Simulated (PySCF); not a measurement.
# Nickel: a sound run and one with changed settings

Sound run: Ni+ [Ar] 3d9, Ni(2+) [Ar] 3d8. Computed with PySCF 2.14 in x2c-TZVPall (6s5p4d1f, 48 functions), with scalar relativity by spin-free X2C-1e. The sound run starts from symmetry-adapted Hartree-Fock orbitals and uses a fine grid where one is needed.

Changed run: 6 angular points. This setting is unsound on purpose.

| species | method | sound run (hartree) | changed run (hartree) | converged |
| --- | --- | --- | --- | --- |
| Ni+ | UHF | -1518.78573 | -1518.78573 | yes |
| Ni+ | B3LYP | -1520.30765 | -1522.57448 | yes |
| Ni+ | M06-L | -1520.18932 | -1525.98714 | yes |
| Ni(2+) | UHF | -1518.23325 | -1518.23325 | yes |
| Ni(2+) | B3LYP | -1519.62529 | -1519.47037 | yes |
| Ni(2+) | M06-L | -1519.53349 | -1521.42501 | yes |

Ionisation energy of Ni+:

| method | sound run (eV) | changed run (eV) |
| --- | --- | --- |
| UHF | 15.034 | 15.034 |
| B3LYP | 18.568 | 84.467 |

A coarse angular grid integrates products of high-l functions wrongly, so density functionals can shift, and the SCF can exploit the error; Hartree-Fock and MP2 need no grid.

For comparison, NIST gives 18.169 eV between the lowest levels.
